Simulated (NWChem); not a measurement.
System: SiH3SeO2F; SMILES O[Si](O)(F)[SeH]

```xyz
8

O      0.6515    -1.4170    -1.4056
Si     0.0123    -0.8400    -0.0104
O      0.9139    -1.4361     1.2328
F     -1.5128    -1.3361     0.1480
Se     0.0208     1.4329     0.0046
H      0.9095    -2.3514    -1.3878
H      0.5800    -1.2780     2.1276
H     -1.2777     1.5209    -0.6999
```
Atoms are numbered in this order, from 1.

Program: NWChem. All runs use the structure optimised with B3LYP/6-31G* (spherical d).

Question: Taking PBE/pcseg-2 as the yardstick, which of these has the fewest basis functions while keeping “highest occupied level (eV)” within 0.1 eV of it: PBE/def2-SVP; PBE/pcseg-1; PBE/STO-3G; PBE/aug-pcseg-1?

Answer: PBE/pcseg-1 (a larger set in the list lies outside the tolerance).
| level | basis functions | highest occupied level (eV) |
|---|---|---|
| PBE/STO-3G | 45 | -2.66 |
| PBE/pcseg-1 | 102 | -6.16 |
| PBE/def2-SVP | 107 | -5.94 |
| PBE/aug-pcseg-1 | 159 | -6.23 |
| PBE/pcseg-2 | 209 | -6.24 |

The yardstick is one finite set, not the basis-set limit.
